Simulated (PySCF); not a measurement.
SCF from a fresh guess for singlet MnNCl4, at the PBE0 minimum. PySCF input:

```python
from pyscf import gto, scf, dft
mol = gto.M(atom='''
Mn     0.000000    -0.195430     0.000000
N      0.000000    -1.654780    -0.000000
Cl     2.151420     0.242420     0.000000
Cl    -2.151420     0.242420     0.000000
Cl     0.000000     0.242420    -2.151420
Cl    -0.000000     0.242420     2.151420''',
    basis={'Mn': 'def2-SVP', 'N': 'def2-SVP', 'Cl': 'def2-SVP'},
    charge=0, spin=0)
mf = dft.RKS(mol, xc='PBE0')
mf.grids.atom_grid = (50, 194)
aux = {'Mn': 'def2-universal-JKFIT', 'N': 'def2-universal-JKFIT', 'Cl': 'def2-universal-JKFIT'}
mf = mf.density_fit(auxbasis=aux)
mf.conv_tol = 1e-08
mf.diis_space = 10
mf.max_cycle = 60
mf.init_guess = 'minao'
mf.verbose = 4
mf.kernel()
```

Excerpt of the output (cycles and frontier levels); where DIIS stalls, ADIIS, DIIS with a small level shift and a second-order solver take over in turn:

```
init E= -3043.81030197505
  HOMO = -0.138890195355735  LUMO = 0.0223799219056673  gap/eV = 4.38838
cycle= 1 E= -3037.31471613864  delta_E=  6.5  |g|= 4.66  |ddm|= 3.94
  HOMO = -0.47024986461569  LUMO = -0.461359065478709  gap/eV = 0.24193
cycle= 2 E= -3009.33045568095  delta_E=   28  |g|= 10.1  |ddm|= 22.9
  HOMO = -0.376479843132997  LUMO = -0.366258309691486  gap/eV = 0.27814
cycle= 3 E= -3032.63775977628  delta_E= -23.3  |g|=  6.7  |ddm|= 20.3
  HOMO = -0.332721176963728  LUMO = -0.306325635988768  gap/eV = 0.71826
cycle= 4 E= -3039.95479791015  delta_E= -7.32  |g|= 5.28  |ddm|= 3.21
  HOMO = -0.369312741749313  LUMO = -0.33522698426107  gap/eV = 0.92752
cycle= 5 E= -3038.57411416811  delta_E= 1.38  |g|= 5.71  |ddm|=  1.8
  HOMO = -0.364263020321946  LUMO = -0.322254037745786  gap/eV = 1.14312
cycle= 6 E= -3038.95103848923  delta_E= -0.377  |g|= 5.68  |ddm|= 0.384
  HOMO = -0.364740123900613  LUMO = -0.322657542679186  gap/eV = 1.14513
... 22 lines left out ...
cycle= 18 E= -3044.79981683719  delta_E= -4.49e-07  |g|= 0.000187  |ddm|= 0.00112
  HOMO = -0.291947063921775  LUMO = -0.280189922695351  gap/eV = 0.31993
cycle= 19 E= -3044.79981682242  delta_E= 1.48e-08  |g|= 0.000266  |ddm|= 0.000947
  HOMO = -0.291952670539833  LUMO = -0.280191085753505  gap/eV = 0.32005
cycle= 20 E= -3044.79981684642  delta_E= -2.4e-08  |g|= 4.46e-05  |ddm|= 0.000786
  HOMO = -0.291951818294192  LUMO = -0.280188501605081  gap/eV = 0.32010
cycle= 21 E= -3044.79981684701  delta_E= -5.96e-10  |g|= 2.95e-05  |ddm|= 7.05e-05
  HOMO = -0.29195666861661  LUMO = -0.280189651574037  gap/eV = 0.32020
Extra cycle  E= -3044.79981684485  delta_E= 2.16e-09  |g|= 0.000109  |ddm|= 0.00012
converged SCF energy = -3044.79981684485
```

This is not the lowest solution: a stability analysis within the same restricted form found one 71.7 kJ/mol lower, at -3044.82713 Eh.

At the minimum of this search the closed-shell solution is unstable towards spin polarisation, so a lower open-shell solution exists.

The search for the lowest solution, with the stability check, took 18 s on 4 threads of a shared Arm Neoverse V1 host, with 117 basis functions; the process peaked at 0.46 GiB. Launch command: `OMP_NUM_THREADS=4 python axn.py task.json out`.
